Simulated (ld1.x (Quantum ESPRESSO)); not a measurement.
## iridium: excitation energies, all-electron against TM

ld1.x (Quantum ESPRESSO) 7.5 input, shortened:

```
&input
   title='Ir', zed=77., rel=2, dft='PBESOL', iswitch=3,
   config='[Xe] 4f14 5d7 6s1.5 6p0.5', rel_dist='average'
 /
 &inputp
   pseudotype=2, tm=.true., lloc=-1, rcloc=2.20,
   nlcc=.true., new_core_ps=.true.
 /
3
6S  1  0   1.50   0.00  2.55  2.55  0.0
6P  2  1   0.50   0.00  2.70  2.70  0.0
5D  3  2   7.00   0.00  2.15  2.15  0.0
 &test
   configts(1)='5d7 6s1.5 6p0.5'
 /
```

Open shells are filled in proportion to 2j + 1 (rel_dist='average').

Energies are relative to the spin-unpolarised reference configuration 5d7 6s1.5 6p0.5; without spin polarisation the order of configurations can differ from experiment. Not all tests gave a result: 1 of 7 tests not solved or not reliable. Left out of the table: 5d6 6s2 6p0 (solver errors, printed error -396 eV).

| valence configuration | charge | ΔE all-electron (eV) | error AE − PS (meV) |
| --- | --- | --- | --- |
| 5d7 6s2 6p0 | 0 | -2.619 | -1.3 |
| 5d7 6s1 6p0 | +1 | 7.318 | -6.6 |
| 5d7 6s0 6p0 | +2 | 24.819 | -36 |
| 5d7 6s1 6p1 | 0 | 2.711 | -0.9 |
| 5d7 6s1.5 6p0 | +0.5 | 1.445 | -1.0 |

(1) What are ΔE and the potential's error for 5d8 6s0 6p0?

Note: ghost state, extra bound levels that the all-electron valence spectrum of the same l lacks: s at -13.1 eV. A true bound ghost makes a file unfit for plane-wave use.

## Answers

(1) ΔE = 6.060 eV all-electron; the error (AE − PS) is -103 meV.
